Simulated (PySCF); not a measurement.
# Computed against measured: bond length Re

r²SCAN, PBE0, HF in PySCF with def2-TZVPP on every atom (core potentials on Rb, I, Cs, Tl), for the lowest determinant that a PBE0 search found; no spin–orbit coupling. Measured values: Huber and Herzberg, Constants of Diatomic Molecules (1979).

```
molecule  measured (Å)  r²SCAN   PBE0     HF
    NaBr      2.502038   2.515  2.507  2.540
      NH       1.03621   1.041  1.038  1.020
     CsF      2.345351   2.366  2.354  2.413
     TlF      2.084438   2.099  2.097  2.087
     Br2       2.28105   2.296  2.281  2.277
     CsI      3.315192   3.347  3.326  3.456
     RbI      3.176879   3.249  3.230  3.319
     Cl2        1.9879   1.996  1.982  1.978
```

Task: Give the mean signed and mean absolute error of each level in pm, and name the best.

Result: r²SCAN +2.2 and 2.2; PBE0 +1.1 and 1.2; HF +4.5 and 5.3. On this set PBE0 is closest.

Task: Which molecule does r²SCAN miss most?

Result: RbI, by +7.2 pm.

The molecules are drawn from runs that passed checks on state, spin purity and fit, so the hardest cases are missing and the errors look smaller than over all diatomics.

These are scalar-relativistic numbers at best; spin–orbit coupling would shift them, the dissociation energy most. States were picked by a PBE0 search and need not be the measured ground states.
